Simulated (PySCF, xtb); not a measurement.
YCl3, SMILES [Cl][Y]([Cl])[Cl].

GFN2-xTB in xtb 6.7.1 at its own geometry gives an orbital gap of 1.19 eV and a dipole moment of 5.16 D.

Coordinates come from a r2SCAN-D4/def2-SVP optimisation. The isomer is the one that the SMILES or the coordinates give; other isomers of the formula were not compared. The def2 effective core potentials stand for the cores of Y; spin–orbit coupling is left out.

What does PySCF with PBE/def2-TZVPD give? (The exact figures need the calculation; the answer reports its results.)

gap 4.06 eV (levels -7.77 and -3.71 eV), dipole 0.00 D.
